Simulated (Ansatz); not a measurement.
Consider the ligand exchange at a B–C bond: `BC/N=C/[SeH]` + `OBF` → `BOBF` + `C/N=C/[SeH]`.

Program: Ansatz. Geometries: PBE0-D4/def2-TZVP. ΔE: electronic, gas phase. CCSD(T)/CBS adds triple-zeta CCSD(T) − MP2 to the extrapolated MP2 energy (def2 sets, frozen cores). This one scheme is used for every species. Double bonds are as drawn, so ΔE can hold a change between cis and trans. Functionals use def2-TZVPP. B3LYP here is the variant with VWN-RPA as its local correlation; programs differ in this. For Se outer-core shells are correlated without core-valence functions, which leaves a few kJ/mol of doubt a bond. Scalar relativity is left out up to krypton. Each species was taken in one conformer, which may not be the lowest.

Is it downhill or uphill in electronic energy at CCSD(T)/CBS, and by how much? (Best estimate.)

Ansatz gave: Downhill: ΔE = -113.4 kJ/mol.

What do these levels give: B2PLYP, B3LYP, HF/def2-TZVPP, MP2/def2-QZVPP, HF/CBS(def2), MP2/CBS(def2)? (An estimate is asked.)

The calculation gave: B2PLYP -116.6, B3LYP -116.3, HF/def2-TZVPP -128.2, MP2/def2-QZVPP -113.9, HF/CBS(def2) -129.6, MP2/CBS(def2) -113.3 kJ/mol.

Largest T1 diagnostic among the species: 0.013.

From PBE to PBE0 (25 % exact exchange), in def2-TZVPP and without D4, ΔE moves by −3.3 kJ/mol. In def2-TZVPP, CCSD(T) changes the Hartree–Fock value by +14.3 kJ/mol (the triples alone add +1.2 kJ/mol) and MP2 by +14.4 kJ/mol.
